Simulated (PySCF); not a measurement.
C₃H₃NO₃S, SMILES N#C/C=C/S(=O)(=O)O. The structure is a stationary point at PBE-D3(BJ)/def2-SVP. Other conformers were not sampled.

Computed equilibrium geometry at PBE-D3(BJ)/def2-SVP (PySCF confirms it by a frequency run) as a Z-matrix (one conformer of several):
```
C
C 1 1.3501
H 1 1.1005 2 125.27
H 2 1.1053 1 118.94 3 179.48
C 2 1.4251 4 117.96 1 -179.74
N 5 1.1745 4 152.42 2 -179.77
S 1 1.7818 3 115.38 2 177.04
O 7 1.4647 1 108.89 3 179.20
O 7 1.4728 8 123.48 4 -125.57
O 7 1.6569 8 107.19 4 109.29
H 10 0.9825 7 105.75 8 139.10
```
